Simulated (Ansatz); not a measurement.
Consider the ligand exchange at the In–C bond: `[CH3][In]([CH3])[F]` + silanol → `[CH3][In]([F])[O][SiH3]` + CH₄.

Gas-phase electronic energies from Ansatz, PBE0-D4/def2-TZVP geometries. CCSD(T)/CBS is the MP2 limit (def2-TZVPP, def2-QZVPP) plus CCSD(T) − MP2 in def2-TZVPP, frozen cores. This one scheme is used for every species. DFT in def2-TZVPP. B3LYP here is the variant with VWN-RPA as its local correlation; programs differ in this. def2 core potentials past Kr. For In outer-core shells are correlated without core-valence functions, which leaves a few kJ/mol of doubt a bond. Each species was taken in one conformer, which may not be the lowest.

(1) Is it downhill or uphill in electronic energy at CCSD(T)/CBS, and by how much? (Estimate.)

(2) What do these levels give: B97M-V, PBE0-D4, B3LYP-D4, BHLYP-D4, ωB97X-V, revPBE, BLYP, r2SCAN, PBE0, r2SCAN0, MP2/def2-QZVPP, HF/CBS(def2)? (Estimate.)

Largest T1 diagnostic among the species: 0.015.

Results:

(1) Computed: Downhill: ΔE = -69.7 kJ/mol.

(2) Computed: B97M-V -75.8, PBE0-D4 -60.0, B3LYP-D4 -67.8, BHLYP-D4 -72.5, ωB97X-V -67.6, revPBE -58.7, BLYP -65.0, r2SCAN -66.9, PBE0 -58.1, r2SCAN0 -64.3, MP2/def2-QZVPP -67.7, HF/CBS(def2) -81.2 kJ/mol.

At CCSD(T), def2-SVP lies −15.5 kJ/mol from the extrapolated value and def2-TZVPP +3.5 kJ/mol. In def2-TZVPP, CCSD(T) changes the Hartree–Fock value by +13.2 kJ/mol (the triples alone add −0.4 kJ/mol) and MP2 by +14.2 kJ/mol. From BLYP to BHLYP (50 % exact exchange), in def2-TZVPP and without D4, ΔE moves by −3.6 kJ/mol.
